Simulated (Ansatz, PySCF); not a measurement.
The pair A = SiH4 (SMILES [SiH4]) (first 5 atoms), B = SiH4 (SMILES [SiH4]); geometry from B3LYP-D3(BJ)/def2-TZVP.
(charge 0, multiplicity 1):
```xyz
10

Si    -0.162    -0.038    -0.101
H      0.146     0.305    -1.508
H     -0.482    -1.480    -0.001
H     -1.318     0.760     0.362
H      1.014     0.264     0.746
Si     0.162     0.040     3.901
H      1.566    -0.401     3.749
H     -0.711    -0.791     3.041
H      0.040     1.459     3.498
H     -0.255    -0.111     5.314
```

Correlated levels freeze the cores. Rows in 6-31G* carry no dispersion term and start afresh at each structure (6-31G* with six Cartesian d functions).

Codes used: Ansatz (a first-principles code) with Gaussian orbitals; PySCF for 6-31G* rows. Values without a source in brackets are computed.

Total energies (hartree), monomers frozen at their geometry in the pair:

| structure | HF/6-31G* | PBE/def2-TZVPPD | MP2/aug-cc-pV(D+d)Z |
|---|---|---|---|
| AB | -582.4489368 | -583.4437728 | -582.7457251 |
| A in the pair's basis | -291.2252606 | -291.7217458 | -291.3723999 |
| B in the pair's basis | -291.2252598 | -291.7217470 | -291.3724000 |
| A | -291.2250969 | -291.7217194 | -291.3718168 |
| B | -291.2250961 | -291.7217206 | -291.3718169 |

Q: Work out the interaction energy without and with the counterpoise correction, and the superposition error, for each level.

A: 
E(AB) − E(A) − E(B), times 627.509 kcal/mol, with the monomers in their own basis and then in the pair's basis:
- HF/6-31G*: 0.79 uncorrected, 0.99 corrected; the monomers gain 0.21 kcal/mol from borrowed functions
- PBE/def2-TZVPPD: -0.21 uncorrected, -0.18 corrected; the monomers gain 0.03 kcal/mol from borrowed functions
- MP2/aug-cc-pV(D+d)Z: -1.31 uncorrected, -0.58 corrected; the monomers gain 0.73 kcal/mol from borrowed functions
